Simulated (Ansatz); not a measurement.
Redistribution: CBr2ClF + C2H4F2 → CHBrClF + C2H3BrF2

Species: CBr2ClF (dibromochlorofluoromethane) `FC(Cl)(Br)Br`, singlet; C2H4F2 `FCCF`, singlet; CHBrClF (bromochlorofluoromethane) `FC(Cl)Br`, singlet; C2H3BrF2 `FCC(F)Br`, singlet. The partners trade Br for H; both sit on C, so the bond types are kept.

Shapes, held fixed at every level: PBE0-D4/def2-TZVP. Flexible molecules stand in one conformer, not always the lowest. Programs: Ansatz 0.2.0. Electronic energies: no zero-point or thermal term.

Task: Estimate ΔE of this reaction.

Result: The highest level, CCSD(T)/def2-TZVPP, gives ΔE = -32.0 kJ/mol; the levels span -34.3 to -26.3. The column of differences is taken from that level and isn't an error. No measured value is set beside it here. Relativity is left out for Br unless named. Correlated rows may include outer-core shells of Br, which these sets cover unevenly. Times are processor times on shared x86 and Arm servers, and rough.

| level | kind | ΔE (kJ/mol) | less CCSD(T)/def2-TZVPP | CPU time (sum over the molecules) |
| --- | --- | --- | --- | --- |
| PBE-D4/def2-TZVPP | GGA | -26.3 | +5.7 | 21 s |
| r2SCAN-D4/def2-TZVPP | meta-GGA | -30.2 | +1.8 | 41 s |
| B3LYP-D4/def2-TZVPP | global hybrid | -28.8 | +3.2 | 39 s |
| PBE0-D4/def2-TZVPP | global hybrid | -30.2 | +1.8 | 29 s |
| wB97X-V/def2-TZVPP | range-separated hybrid | -30.6 | +1.4 | 66 s |
| MP2/def2-TZVPP | perturbation theory | -26.3 | +5.7 | – |
| CCSD/def2-TZVPP | coupled cluster or CI | -34.3 | -2.3 | – |
| CCSD(T)/def2-TZVPP | coupled cluster or CI | -32.0 | 0.0 | 16 min |
